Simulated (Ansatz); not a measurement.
Isolated molecules relaxed with PBE0-D4/def2-TZVP in Ansatz; ΔE leaves out vibrations. CCSD(T)/CBS is the MP2 limit (def2-TZVPP, def2-QZVPP) plus CCSD(T) − MP2 in def2-TZVPP, frozen cores. This one scheme is used for every species. Double bonds are as drawn, so ΔE can hold a change between cis and trans. Functionals use def2-TZVPP. B3LYP here is the variant with VWN-RPA as its local correlation; programs differ in this. One conformer a species, not always the lowest.

`C/C(O)=N\[SiH3]` + H₂ → `O/C=N/[SiH3]` + CH₄  (hydrogenolysis of a C–C bond)

`C/C(O)=N\[SiH3]`:

Z-matrix (Å, degrees):
```
C
C 1 1.495
H 1 1.092 2 109.6
H 1 1.092 2 109.5 3 117.2
H 1 1.087 2 111.3 3 -121.4
O 2 1.347 1 110.4 3 -58.4
N 2 1.259 1 129.5 3 121.6
H 6 0.968 2 105.9 1 -180.0
Si 7 1.715 2 132.4 1 0.0
H 9 1.495 7 114.7 2 0.1
H 9 1.485 7 108.6 2 -120.9
H 9 1.485 7 108.5 2 121.0
```

H₂:

Cartesian coordinates in Å:
```
H -0.094 0.227 -0.281
H 0.094 -0.227 0.281
```

`O/C=N/[SiH3]`:

Cartesian coordinates in Å:
```
O -2.371 -0.446 0.391
C -1.183 -0.120 -0.125
N -0.110 -0.182 0.522
Si 1.447 0.229 -0.104
H -2.211 -0.716 1.307
H -1.306 0.196 -1.168
H 1.378 0.674 -1.529
H 2.023 1.324 0.717
H 2.333 -0.959 -0.011
```

CH₄:

Z-matrix (Å, degrees):
```
C
H 1 1.090
H 1 1.090 2 109.5
H 1 1.090 2 109.5 3 -120.0
H 1 1.090 2 109.5 3 120.0
```

| level | ΔE (eV) |
| --- | --- |
| B3LYP-D4 | -0.49 |
| PBE | -0.51 |

(1) What does CCSD(T)/CBS give? (An estimate is asked.)

Largest T1 diagnostic among the species: 0.014.

## Answers

(1) Computed: -0.47 eV. The listed levels differ from it by -0.02, -0.04 eV.

The D4 term adds +0.10 eV with B3LYP and +0.06 eV with PBE0; it sums over pairs of atoms, weighted by their polarisabilities, and B3LYP, whose exchange is more repulsive, gets the larger term. In def2-TZVPP, CCSD(T) changes the Hartree–Fock value by +0.18 eV (the triples alone add +0.04 eV) and MP2 by +0.21 eV.
